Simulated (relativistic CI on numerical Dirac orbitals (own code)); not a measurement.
What each ingredient does to the levels of Br³³⁺

Base calculation: Dirac-Coulomb-Breit CI, orbitals from a KLI potential per configuration, QED by a radiative potential, unscaled Slater integrals.

Configuration list: 1s², 1s2s, 1s2p, 1s3s, 1s3p, 1s3d, 1s4s, 1s4p, 1s4d, 1s4f, 1s5s, 1s5p, 1s5d, 1s5f, 1s5g, 1s6s, 1s6p, 1s6d. Levels of other configurations are missing.

Variants: (1) configuration mixing switched off. Shifts of the energy above 1s² ¹S0, in eV, for the lowest level and the first level of each name with at least 55 % of one term (blank where a level changes its place among those of its configuration and J or its character, or is not in the variant):

| Level | Base | Δ(1) |
| --- | --- | --- |
| 1s² ¹S0 | 0.0 | 0.0 |
| 1s2s ³S1 | 12244.7 | 0.0 |
| 1s2p ³P°0 | 12287.4 | 0.0 |
| 1s2p ³P°1 | 12290.1 | 0.0 |
| 1s2s ¹S0 | 12290.4 | +0.2 |
| 1s2p ³P°2 | 12347.1 | 0.0 |
| 1s2p ¹P°1 | 12370.4 | +0.1 |
| 1s3s ³S1 | 14523.1 | 0.0 |
| 1s3p ³P°0 | 14534.8 | 0.0 |
| 1s3s ¹S0 | 14535.3 | -0.1 |
| 1s3p ³P°1 | 14535.6 | 0.0 |
| 1s3p ³P°2 | 14552.6 | 0.0 |
| 1s3d ³D2 | 14558.3 | 0.0 |
| 1s3d ³D1 | 14558.6 | 0.0 |

At this charge energies of transitions that change n are usually good to better than 1 %, and those within a shell (Δn = 0) to a few per cent.

Ionisation energy from the two ground configurations alone: base 16315.2 eV. The NIST ASD value (theoretical) is 16317 eV.

LS names give the leading component of a level, which can be under half, so a name can repeat, a term be missing and a line seem to break the LS rules.
